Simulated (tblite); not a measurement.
Isomers of C2H12OSSi3. Computed values, GFN2-xTB/tblite, gas phase, harmonic and unscaled. Errors from tens to a few hundred cm⁻¹ against measured bands are possible. Modes of hydrogen on silicon and sulfur can be 10 to 20 % off. One conformer each.

Electronic energies: GFN2-xTB at the same geometries; isomer energies are rough at this level and their order can be wrong.

| SMILES | electronic energy, lowest = 0 (kcal/mol) |
| --- | --- |
| CO[SiH2][Si@@H](C)S[SiH3] | 28.7 |
| O[Si@H](CC[SiH3])[SiH2]S | 48.8 |
| C[C@@H]([SiH3])S[SiH2]O[SiH3] | 0.0 |
| C[C@@H]([SiH2]O[SiH3])S[SiH3] | 0.4 |

How do GFN2-xTB zero-point energies change the relative energies?

```json
{"SMILES": "C[C@@H]([SiH3])S[SiH2]O[SiH3]", "ZPE (kcal/mol)": "78.9", "of it from modes above 1550 cm⁻¹": "43.4", "electronic (kcal/mol)": "0.0", "with ZPE, lowest = 0 (kcal/mol)": "0.0", "lowest mode (cm⁻¹)": "9", "rings": "0"}
{"SMILES": "C[C@@H]([SiH2]O[SiH3])S[SiH3]", "ZPE (kcal/mol)": "78.8", "of it from modes above 1550 cm⁻¹": "43.3", "electronic (kcal/mol)": "0.4", "with ZPE, lowest = 0 (kcal/mol)": "0.3", "lowest mode (cm⁻¹)": "27", "rings": "0"}
{"SMILES": "CO[SiH2][Si@@H](C)S[SiH3]", "ZPE (kcal/mol)": "81.1", "of it from modes above 1550 cm⁻¹": "44.9", "electronic (kcal/mol)": "28.7", "with ZPE, lowest = 0 (kcal/mol)": "30.9", "lowest mode (cm⁻¹)": "21", "rings": "0"}
{"SMILES": "O[Si@H](CC[SiH3])[SiH2]S", "ZPE (kcal/mol)": "79.4", "of it from modes above 1550 cm⁻¹": "44.6", "electronic (kcal/mol)": "48.8", "with ZPE, lowest = 0 (kcal/mol)": "49.3", "lowest mode (cm⁻¹)": "24", "rings": "0"}
```

The zero-point energies span 2.3 kcal/mol, from `C[C@@H]([SiH2]O[SiH3])S[SiH3]` to `CO[SiH2][Si@@H](C)S[SiH3]`. The order is unchanged.
